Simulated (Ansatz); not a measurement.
`[F][InH]` radical. Total charge 0; spin multiplicity 2. In takes the def2 core potential. All single points use the PBE0-D4/def2-TZVP geometry.

```xyz
3

F    -0.709    1.281    0.748
In    0.656   -0.025    0.193
H     0.053   -1.256   -0.941
```

**Question.** What is the dipole moment at B3LYP/def2-TZVPP? (Best estimate.)

**Answer.** Computed: 2.98 D, with components (2.31, -1.79, -0.62) D in this frame, pointing from negative to positive charge.

**Question.** And with PBE, r2SCAN, ωB97M-V? (Best estimate.)

**Answer.** Ansatz gave: PBE 2.73 D, r2SCAN 2.85 D, ωB97M-V 2.96 D.

**Question.** Give the Mulliken charges with B3LYP, PBE, r2SCAN in def2-TZVPP. (Estimate.)

**Answer.** Ansatz gave: 
| atom | B3LYP | PBE | r2SCAN |
| --- | --- | --- | --- |
| F1 | -0.50 | -0.44 | -0.49 |
| In2 | 0.61 | 0.55 | 0.61 |
| H3 | -0.11 | -0.10 | -0.11 |

B3LYP here is the variant with VWN-RPA as its local correlation; programs differ in this.
